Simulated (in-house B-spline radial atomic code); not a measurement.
A fraction x of an electron is removed from 3d in Sb, starting from [Kr] 4d10 5s2 5p3 and keeping the highest spin. All numbers are computed (scalar-relativistic (X2C) PBEsol, spin-polarised, spherical fractional occupations; Fermi nucleus of rms radius 4.6802 fm) with a radial B-spline atomic code at the basis-set limit, not measured.

```csv
x,E(x) - E(0) (eV),3d down level (eV)
0,0.0000,-514.848
0.11,56.8806,-519.352
0.17,88.1159,-521.827
0.28,145.7678,-526.396
0.43,225.1984,-532.690
0.5,262.5902,-535.651
0.72,381.4653,-545.056
0.85,?,?
0.92,?,?
1,535.7800,-557.228
```

Q: What belongs in the row x = 0.85?

A: An energy change of 452.6876 eV; 3d down at -550.680 eV.

Q: What belongs in the row x = 0.92?

A: An energy change of 491.3418 eV; 3d down at -553.728 eV.

Q: Check Janak's theorem between x = 0.11 and 0.17.

A: The slope of the energy is 520.59 eV; the orbital levels give 520.59 eV (-ε of the emptying orbital, averaged over the two points).
